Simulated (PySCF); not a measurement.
# One molecule, many functionals

Compound: ethyl methacrylate, C6H10O2.
SMILES: `C=C(C)C(=O)OCC`

Linear-response calculations in the def2-SVPD basis (PySCF; singlets by full response, triplets Tamm–Dancoff, core orbitals frozen in the response; HF means time-dependent Hartree–Fock). 'Strongest' is the level of largest summed f among the singlets computed (10 roots, of which the last may lack a degenerate partner); it can jump between rows when another state enters that window. S1 is the lowest singlet of each run and needn't be the same state throughout; f(S1) is that of one state. One conformer (not necessarily the lowest) at the PBE0-D3(BJ)/def2-SVP geometry, without solvent, vibrations or thermal averaging.

```csv
functional,kind,S1 (eV),f(S1),strongest (eV),T1 (eV),HOMO (eV),gap (eV),"ionisation energy, ΔSCF (eV)"
LDA,LDA,4.28,0.000,5.83,3.86,-6.55,4.11,10.00
PBE,GGA,4.28,0.000,5.91,3.72,-6.34,4.14,9.76
B3LYP,"global hybrid, 20% exact exchange",4.84,0.000,5.86,3.75,-7.57,6.10,10.10
PBE0,"global hybrid, 25% exact exchange",4.94,0.000,5.99,3.69,-7.79,6.55,9.73
BHandHLYP,"global hybrid, 50% exact exchange",5.45,0.000,6.34,3.68,-8.79,8.63,9.74
wB97X-D,range-separated hybrid,5.16,0.000,6.16,3.85,-9.62,10.19,9.84
LC-wPBE,range-separated hybrid,5.32,0.000,6.42,3.67,-10.47,11.53,9.96
HF,Hartree–Fock,6.24,0.000,6.70,3.27,-10.28,12.73,not settled
```

**Question.** What does CAM-B3LYP (range-separated hybrid) give?

**Answer.** S1 (eV) 5.17, f(S1) 0.000, strongest (eV) 6.16, T1 (eV) 3.75, HOMO (eV) -9.10, gap (eV) 9.00, ionisation energy, ΔSCF (eV) 9.90. S1 runs from 4.28 eV (LDA) to 6.24 eV (HF), a spread of 1.96 eV, while the orbital gap spreads over 8.6 eV. Along PBE (0%), B3LYP (20%), PBE0 (25%), BHandHLYP (50%), HF (100%) S1 rises with the share of exact exchange. −ε(HOMO) comes closest to its own ΔSCF ionisation energy with wB97X-D (-0.21 eV) and misses most with LDA (-3.45 eV). 'Not settled' means that the ion's SCF failed to converge or may have ended in another state than the lowest.
